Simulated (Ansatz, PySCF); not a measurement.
Spin states of H2O2W (SMILES [OH][W][OH]), each relaxed with B3LYP-D3(BJ)/def2-TZVP.
State 1 (charge 0, multiplicity 3):
```tsv
atom	x (Å)	y (Å)	z (Å)
W	-0.0104	0.0058	-0.0111
O	1.3237	0.2571	-1.2438
H	2.0184	0.3880	-1.8862
O	-1.3450	-0.2452	1.2212
H	-2.0404	-0.3759	1.8628
```
State 2 (charge 0, multiplicity 5):
```xyz
5

W      0.3254     0.3287     0.4177
O      1.5085     0.0491    -1.0783
H      1.3420     0.3745    -1.9710
O     -1.1505    -0.4521     1.3810
H     -2.0791    -0.2705     1.1936
```

```json
[
 {"level": "PBE/def2-TZVPP", "energy of the multiplicity-5 state less that of the multiplicity-3 state (kcal/mol)": "10.43", "cost": "×1"},
 {"level": "PBE-D3(BJ)/def2-TZVPP", "energy of the multiplicity-5 state less that of the multiplicity-3 state (kcal/mol)": "10.40", "cost": "×1"},
 {"level": "BLYP/def2-TZVPP", "energy of the multiplicity-5 state less that of the multiplicity-3 state (kcal/mol)": "18.03", "cost": "×1"},
 {"level": "BLYP-D4/def2-TZVPP", "energy of the multiplicity-5 state less that of the multiplicity-3 state (kcal/mol)": "18.03", "cost": "×1"},
 {"level": "r2SCAN/def2-TZVPP", "energy of the multiplicity-5 state less that of the multiplicity-3 state (kcal/mol)": "2.04", "cost": "×4"},
 {"level": "r2SCAN-D3(BJ)/def2-TZVPP", "energy of the multiplicity-5 state less that of the multiplicity-3 state (kcal/mol)": "2.03", "cost": "×4"},
 {"level": "r2SCAN-D4/def2-TZVPP", "energy of the multiplicity-5 state less that of the multiplicity-3 state (kcal/mol)": "2.04", "cost": "×4"},
 {"level": "B3LYP/def2-TZVPP", "energy of the multiplicity-5 state less that of the multiplicity-3 state (kcal/mol)": "15.92", "cost": "×1"},
 {"level": "PBE0-D4/def2-TZVPP", "energy of the multiplicity-5 state less that of the multiplicity-3 state (kcal/mol)": "7.10", "cost": "×2"},
 {"level": "BHLYP-D3(BJ)/def2-TZVPP", "energy of the multiplicity-5 state less that of the multiplicity-3 state (kcal/mol)": "13.19", "cost": "×1"},
 {"level": "B2PLYP-D3(BJ)/def2-TZVPP", "energy of the multiplicity-5 state less that of the multiplicity-3 state (kcal/mol)": "16.32", "cost": "×2"},
 {"level": "CCSD(T)/def2-SVP", "energy of the multiplicity-5 state less that of the multiplicity-3 state (kcal/mol)": "14.89", "cost": "×7"},
 {"level": "CCSD(T)/def2-TZVPP", "energy of the multiplicity-5 state less that of the multiplicity-3 state (kcal/mol)": "13.54", "cost": "×60"},
 {"level": "CCSD(T)/CBS(def2-SVP, def2-TZVPP)", "energy of the multiplicity-5 state less that of the multiplicity-3 state (kcal/mol)": "13.98", "cost": "×70"}
]
```

The rows run from 2.03 (r2SCAN-D3(BJ)/def2-TZVPP) to 18.03 kcal/mol (BLYP/def2-TZVPP). From def2-SVP to def2-TZVPP CCSD(T) changes by -1.35. The dispersion term adds -0.03 in PBE-D3(BJ), 0.00 in BLYP-D4, -0.01 in r2SCAN-D3(BJ). The 4 functionals in def2-TZVPP without D3 or D4 span 15.99, from r2SCAN to BLYP.

Singlets are restricted, other states unrestricted; no spin–orbit coupling, no relativity up to Kr; see below for the cores. The largest T1 diagnostic is 0.022.

Correlated levels freeze the inner cores; with def2 sets outer-core shells near the valence are correlated too. CBS(a, b) extrapolates the correlation energy as X⁻³ and adds the Hartree–Fock energy of set b.

The values were computed with Ansatz (a quantum-chemistry and plane-wave program); PySCF for the dispersion terms.  In def2 rows elements past Kr take small-core potentials, without spin–orbit coupling.

Costs are rough ratios of core time to PBE/def2-TZVPP (about 6 s over the structures, on one shared machine); a dash marks a level with no comparable run of its own.
